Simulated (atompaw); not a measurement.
**Building the PAW (atompaw) potential for Eu (PBEsol, scalar-relativistic).**

```json
{"Element": "Eu", "Generator": "atompaw 4.2.0.5", "Type": "PAW", "Functional": "PBEsol", "Relativity": "scalar-relativistic", "Frozen core": "[Kr] 4d10", "Valence charge": "17", "Reference configuration": "4f7 5s2 5p6 5d0 6s2 6p0", "Partial waves": "5s (bound): rc 2.05 bohr; 6s (bound): rc 3.00 bohr; 5p (bound): rc 1.80 bohr; 6p (bound, empty): rc 3.00 bohr; 5d (bound, empty): rc 3.00 bohr; 5d channel at 0.6 Ry: rc 3.00 bohr; 4f (bound): rc 1.35 bohr; 4f channel at 0.15 Ry: rc 1.35 bohr", "Local potential": "troulliermartins scheme with l = 4 at -0.5 Ry, radius 2.10 bohr", "Core correction": "smooth core density matched at 2.85 bohr", "Augmentation charge": "besselshape compensation charge, radius 2.25 bohr; PAW radius 3.00 bohr; waves and projectors: custom polynom2 7 10 vanderbiltortho"}
```

Does the generator finish with these settings?

Yes, a potential is produced.

What does a ghost test show?

No extra level below or beside the all-electron valence levels (s, p, d, f tested). The logarithmic derivative shows an extra or strongly shifted pseudo pole above the reference energy (s near 1.11 Ry, p near 1.54 Ry).

Is the overlap operator S = 1 + Σ q|β⟩⟨β| positive definite (Bessel basis up to 400 Ry)?

Yes: its lowest eigenvalue is 0.34 (s channel).
